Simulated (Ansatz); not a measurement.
Geometry optimisation, RKS B3LYP-D4/6-31G* in Ansatz.

input.yaml

```yaml
crystal:
  periodic: [false, false, false]
  atoms:
    - { symbol: Al, position_ang: [-0.9784, 1.0673, -0.1596] }
    - { symbol: Si, position_ang: [1.1584, -0.5962, -0.1782] }
    - { symbol: Cl, position_ang: [-2.1453, 0.9753, -1.8008] }
    - { symbol: Cl, position_ang: [-0.9139, 2.561, 1.1927] }
    - { symbol: H, position_ang: [-0.5824, -0.4836, 0.5216] }
    - { symbol: H, position_ang: [-1.4679, -0.5394, 0.9399] }
    - { symbol: H, position_ang: [2.3511, -0.1321, -0.902] }
    - { symbol: H, position_ang: [1.686, -0.9299, 1.1623] }
    - { symbol: H, position_ang: [0.8923, -1.9225, -0.776] }
basis:
  gaussian: { orbitals: "6-31G*" }
hamiltonian:
  xc: b3lyp
  dispersion: d4
relax:
  f_tol: 0.15
  max_steps: 25
  restrain:
    - { distance: [0, 5], at: 1.52, k: 30.0 }
    - { distance: [4, 1], at: 1.42, k: 30.0 }
    - { distance: [0, 1], at: 3.62, k: 30.0 }
    - { distance: [4, 5], at: 1.92, k: 30.0 }
```

Launched with:

```bash
$ ansatz run input.yaml --threads 2 --pin off --max-ram 3072MiB --backend cpu --events-out ev --progress --plain --runs-dir out
```

Task: Where does it end, and by what steps?

Result: It converged. The restraints hold the end off the free minimum. After 8 steps the energy has fallen by 1.736 eV (the restraints' own energy left out); Al1 moved furthest, 0.76 Å. Parted: Al1–Si2, Al1–H5. Joined: Al1–H6, Si2–H5.

```json
{"step": "0", "energy less start (eV)": "0.0000", "largest force component (eV/Å)": "2.100", "accepted": "yes"}
{"step": "1", "energy less start (eV)": "0.4827", "largest force component (eV/Å)": "3.353", "accepted": "yes"}
{"step": "2", "energy less start (eV)": "-0.0097", "largest force component (eV/Å)": "3.684", "accepted": "yes"}
{"step": "3", "energy less start (eV)": "-0.7994", "largest force component (eV/Å)": "2.096", "accepted": "yes"}
{"step": "4", "energy less start (eV)": "-1.3700", "largest force component (eV/Å)": "1.146", "accepted": "yes"}
{"step": "5", "energy less start (eV)": "-1.7427", "largest force component (eV/Å)": "0.753", "accepted": "yes"}
{"step": "6", "energy less start (eV)": "-1.7341", "largest force component (eV/Å)": "0.670", "accepted": "yes"}
{"step": "7", "energy less start (eV)": "-1.7250", "largest force component (eV/Å)": "0.793", "accepted": "yes"}
{"step": "8", "energy less start (eV)": "-1.7356", "largest force component (eV/Å)": "0.846", "accepted": "yes"}
```

```xyz
9
Properties=species:S:1:pos:R:3
Al -1.670 1.058 0.145
Si 1.325 -0.955 -0.053
Cl -2.163 1.187 -1.896
Cl -0.920 2.787 1.080
H -0.005 -0.447 0.248
H -1.822 -0.257 0.914
H 2.064 0.041 -0.867
H 2.023 -1.190 1.235
H 1.168 -2.223 -0.807
```

Whether the end is a true minimum wasn't checked by a vibrational analysis.

Time of the run: 22 s on 2 threads of Intel(R) Xeon(R) Platinum 8375C CPU @ 2.90GHz (Ice Lake), with other jobs on the host, peak memory 0.21 GiB.
